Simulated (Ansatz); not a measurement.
`N#Cc1ccco1` + HI → `Ic1ccco1` + `C#N` at 600 K and 1 bar (substitution at a C–C bond).

Gas-phase electronic energies from Ansatz, PBE0-D4/def2-TZVP geometries. CCSD(T)/CBS adds triple-zeta CCSD(T) − MP2 to the extrapolated MP2 energy (def2 sets, frozen cores). This one scheme is used for every species. Elements past krypton have def2 core potentials. For I outer-core shells are correlated without core-valence functions, which leaves a few kJ/mol of doubt a bond.

| species | CCSD(T)/CBS energy (Eh) | H − E (kJ/mol) | S (J/(mol·K)) |
| --- | --- | --- | --- |
| `N#Cc1ccco1` | -321.88765 | 234.7 | 393.4 |
| HI | -298.03592 | 31.6 | 227.0 |
| `Ic1ccco1` | -526.58771 | 206.9 | 398.1 |
| `C#N` | -93.32098 | 64.3 | 228.4 |

H − E and S are ideal-gas, rigid-rotor, harmonic terms from PBE0-D4/def2-TZVP. 1 Eh = 2625.50 kJ/mol, R = 8.31446 J/(mol·K).

Q: By hand: ΔE, ΔH, ΔS and ΔG.

A: ΔE = (-526.58771) + (-93.32098) − (-321.88765) − (-298.03592) = 0.01488 Eh = 39.1 kJ/mol. Δ(H − E) = 206.9 + 64.3 − 234.7 − 31.6 = 4.9, so ΔH = 44.0 kJ/mol. ΔS = 398.1 + 228.4 − 393.4 − 227.0 = 6.1 J/(mol·K). ΔG = 44.0 − 600 × (6.1)/1000 = 40.3 kJ/mol.

Q: By hand: the equilibrium constant, and the temperature at which ΔG would vanish if ΔH and ΔS stayed fixed.

A: log₁₀ K = −ΔG/(RT ln 10) = -3.5. ΔG = 0 at ΔH/ΔS = 7213 K, far beyond where these terms or the molecules hold.

The number of gas molecules stays the same, so ΔS is small and ΔH decides. A doubt of 5 kJ/mol in ΔE shifts log₁₀ K by 0.4 here. These are equilibria of isolated gas molecules and say nothing of rates. Largest T1 diagnostic: 0.014 (customary marks: 0.02 for closed shells, 0.045 for open ones).
